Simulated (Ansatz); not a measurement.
Ansatz (a quantum-chemistry and plane-wave program) job for CF3O2S, SMILES O=[S](=O)C(F)(F)F, multiplicity 2, ωB97X-V/def2-SVPD. Geometry optimised at B3LYP-D3(BJ)/def2-SVP. The isomer is the one that the SMILES or the coordinates give; other isomers of the formula were not compared.

Ansatz 0.2 input:
```yaml
crystal:
  periodic: [false, false, false]
  atoms:
    - {symbol: O, position_ang: [1.48858613, -0.20660799, 1.29918956]}
    - {symbol: S, position_ang: [1.03278404, 0.34011869, 0.00000000]}
    - {symbol: O, position_ang: [1.48858614, -0.20660798, -1.29918955]}
    - {symbol: C, position_ang: [-0.88393803, -0.00744054, -0.00000000]}
    - {symbol: F, position_ang: [-1.09021797, -1.31018873, -0.00000000]}
    - {symbol: F, position_ang: [-1.40146293, 0.53889836, -1.08480037]}
    - {symbol: F, position_ang: [-1.40146294, 0.53889836, 1.08480036]}
basis:
  gaussian:
    orbitals: def2-SVPD
hamiltonian:
  xc: {name: wB97X-V}
magnetization: {spin_polarized: true, initial_magnetization: 1}
```

Log of the run:

```
WARN ansatz: RAYON_NUM_THREADS=2 ignored (pool sized by the plan → 2); use --threads N
Functional definition: wB97X-V
integrals: 0.15 GiB planned
1369 factors; their error is unknown
integrals: 0.18 GiB planned
479 factors; integrals over basis functions are off by at most 1.5e-5 eV
mean field: 1.89 GiB planned
mean field evaluation 1: about -24084.1535 eV, gradient 5.5e1 eV
mean field evaluation 2: about -24072.9797 eV, gradient 8.2e1 eV
mean field evaluation 4: about -24095.2928 eV, gradient 2.7e0 eV
mean field evaluation 8: about -24095.3249 eV, gradient 1.2e-1 eV
mean field evaluation 16: about -24095.3915 eV, gradient 1.6e-3 eV
mean field -24095.39148644 eV, -885.4893046839 hartree, gradient 5.1e-5 eV, S^2 0.759669; 0 other end points of the search recorded, 0 dependent functions left out
reference -24095.39148391 eV, -885.4893045907 hartree; 33, 32 occupied and 129, 130 virtual orbitals, 1369 factors
Total energy: -24095.39148391 eV, -885.4893045907 hartree
```

The run converged.

Cost: very roughly 30 core-seconds.
